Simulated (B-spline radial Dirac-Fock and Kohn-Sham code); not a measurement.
# Relativistic shifts of the levels of Nd⁵⁰⁺

System: the Nd⁵⁰⁺ ion, 1s2 2s2 2p6.

Both columns are ΔSCF binding energies of the configuration average from an atomic code on a B-spline grid: non-relativistic Hartree-Fock with a point nucleus, and Dirac-Fock with a finite nucleus and the Coulomb interaction alone, averaged over the two j levels with weights 2j+1.

| shell | Hartree-Fock (eV) | Dirac-Fock (eV) | shift (eV) | shift (%) |
| --- | --- | --- | --- | --- |
| 1s | 45173.9 | 47514.7 | +2340.87 | +5.18 |
| 2s | 9999.2 | 10652.2 | +653.07 | +6.53 |
| 2p | 9691.8 | 9936.1 | +244.26 | +2.52 |

Relativity binds 1s, 2s, 2p more strongly, among those listed most of all 2s in relative terms.

Values without a named source are computed, but for edge energies of neutral atoms, which are taken from tables.
